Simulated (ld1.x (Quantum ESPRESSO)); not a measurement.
**Before and after: RRKJ potential for Sr**

```
Element                 : strontium (Sr)
Generator               : ld1.x (Quantum ESPRESSO) 7.5
Type                    : norm-conserving RRKJ (Kleinman–Bylander form)
Functional              : LDA (PZ)
Relativity              : scalar-relativistic
Frozen core             : [Kr]
Valence charge          : 2
Reference configuration : 4d1 5s1 5p0
Partial waves           : 5p (bound, empty): rc 4.20 bohr; 4d (bound): rc 3.35 bohr; 5s (bound): rc 2.90 bohr
Local potential         : the s channel
Core correction         : none
rho0                    : 0.02
```

All-electron outer shells of the reference configuration (LDA (PZ), scalar-relativistic, ld1.x):

```
shell  level (eV)  outermost node (bohr)  outermost maximum (bohr)
   4s      -39.90                   0.59                      1.19
   4p      -21.92                   0.61                      1.33
   5s       -3.42                   1.66                      3.67
   5p       -1.26                   1.98                      5.08
   4d       -1.01                   0.65                      2.28
```

Change: core correction a·sin(br)/r model core inside 3.32 bohr.

Cutoffs: the cutoffs (Ry, on a coarse ladder) from which the occupation-weighted sum of valence levels, in a spherical-Bessel basis at the reference potential, stays within 10 and 1 mRy of its value at 400 Ry; they do not see the model core or the augmentation charge, which bear on the density cutoff. Errors are all-electron minus pseudo energies relative to the spin-unpolarised reference configuration.

**Question.** What does the change do?

**Answer.** The potential gets neither clearly harder nor softer (10 Ry and 15 Ry → 10 Ry and 15 Ry); of the 9 tests that both files solve, the error grows in 0 and shrinks in 9 by more than 15 % and 0.3 meV (median size 141.1 → 39.5 meV); neither file shows a bound ghost. Exchange and correlation are not linear in the density, so unscreening with the valence charge alone errs where core and valence overlap; a model core restores that term. A model core, the more so a compact one, raises the density cutoff, which this test does not measure.

| quantity | base | changed |
| --- | --- | --- |
| cutoff, loose | 10 Ry | 10 Ry |
| cutoff, tight | 15 Ry | 15 Ry |
| bound ghosts | none | none |
| error for 4d0 5s2 5p0, meV [ΔE -2.34 eV] | +102 | +39 |
| error for 4d0 5s1 5p0, meV [ΔE 3.72 eV] | +165 | +54 |
| error for 4d0 5s1.5 5p0, meV [ΔE 0.07 eV] | +118 | +45 |
| error for 4d0.5 5s1.5 5p0, meV [ΔE -1.19 eV] | +19 | +7.8 |
| error for 4d0 5s0 5p2, meV [ΔE 2.59 eV] | +234 | +18 |
| error for 4d0 5s1 5p1, meV [ΔE 0.05 eV] | +141 | +35 |
| error for 4d1 5s0 5p0, meV [ΔE 5.52 eV] | +36 | 0.0 |
| error for 4d1 5s1 5p0 (spin-polarised), meV [ΔE -0.40 eV] | +254 | +94 |
| error for 4d0 5s1 5p0 (spin-polarised), meV [ΔE 3.55 eV] | +244 | +64 |
| s: phases at 4.57 bohr within 0.05 rad from the reference energy up to (Ry; the scan ends near 5) | 0.6 | 0.6 |
| p: phases at 4.57 bohr within 0.05 rad from the reference energy up to (Ry; the scan ends near 5) | n/a | n/a |
| d: phases at 4.57 bohr within 0.05 rad from the reference energy up to (Ry; the scan ends near 5) | 0.5 | 0.5 |
